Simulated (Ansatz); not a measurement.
Reaction (formal exchange of groups at the Se–C bond): `C=C=C[SeH]` + `OP[SiH3]` → `OP[SiH2][SeH]` + `C=C=C`

Computed with Ansatz on PBE0-D4/def2-TZVP structures; ΔE is electronic, products minus reactants. CCSD(T)/CBS is the MP2 limit (def2-TZVPP, def2-QZVPP) plus CCSD(T) − MP2 in def2-TZVPP, frozen cores. This one scheme is used for every species. For Se outer-core shells are correlated without core-valence functions, which leaves a few kJ/mol of doubt a bond. Scalar relativity is left out up to krypton. One conformer a species, not always the lowest.

`C=C=C[SeH]`:

```xyz
8

C     0.189   -1.420   -1.073
C     0.153   -0.296   -0.421
C     0.124    0.819    0.242
Se   -0.221    0.861    2.121
H    -0.686   -1.794   -1.596
H     1.094   -2.019   -1.116
H     0.379    1.764   -0.224
H    -1.032    2.086    2.067
```

`OP[SiH3]`:

```xyz
8

O     1.449   -0.152    1.198
P     0.562   -1.070    0.127
Si   -1.000    0.460   -0.444
H     1.755   -0.713    1.915
H     1.317   -0.842   -1.062
H    -1.680   -0.064   -1.659
H    -0.415    1.797   -0.731
H    -1.989    0.585    0.658
```

`OP[SiH2][SeH]`:

Z-matrix (Å, degrees):
```
Si
P 1 2.260
Se 1 2.280 2 109.9
H 1 1.489 2 107.3 3 121.8
H 1 1.485 2 113.4 3 -116.2
O 2 1.661 1 99.4 3 74.1
H 2 1.426 1 93.1 3 173.5
H 3 1.470 1 92.9 2 59.9
H 6 0.960 2 109.3 1 -131.8
```

`C=C=C`:

```xyz
7

C     0.262   -0.644   -1.098
C     0.000    0.000    0.000
C    -0.262    0.644    1.098
H    -0.376   -1.451   -1.441
H     1.128   -0.392   -1.702
H     0.136    0.313    2.051
H    -0.888    1.530    1.093
```

```json
{"species": "`C=C=C[SeH]`", "CCSD(T)/CBS(def2) energy (Eh)": "-2517.19234"}
{"species": "`OP[SiH3]`", "CCSD(T)/CBS(def2) energy (Eh)": "-708.19371"}
{"species": "`OP[SiH2][SeH]`", "CCSD(T)/CBS(def2) energy (Eh)": "-3108.93406"}
{"species": "`C=C=C`", "CCSD(T)/CBS(def2) energy (Eh)": "-116.49399"}
```

(1) Work out ΔE.

Largest T1 diagnostic among the species: 0.013.

## Answers

(1) ΔE = (-3108.93406) + (-116.49399) − (-2517.19234) − (-708.19371) = -0.04200 Eh = -110.3 kJ/mol.

The D4 term adds −3.1 kJ/mol with B3LYP and −1.8 kJ/mol with PBE0; it sums over pairs of atoms, weighted by their polarisabilities, and B3LYP, whose exchange is more repulsive, gets the larger term. Leaving LDA and LC-ωPBE aside and taking each functional with its dispersion term where it has one, the values, not all of them listed here, spread over 12.3 kJ/mol, from r2SCAN0-D4 to BLYP-D4. In def2-TZVPP, CCSD(T) changes the Hartree–Fock value by +7.5 kJ/mol (the triples alone add +1.4 kJ/mol) and MP2 by +6.1 kJ/mol.

B3LYP here is the variant with VWN-RPA as its local correlation; programs differ in this.
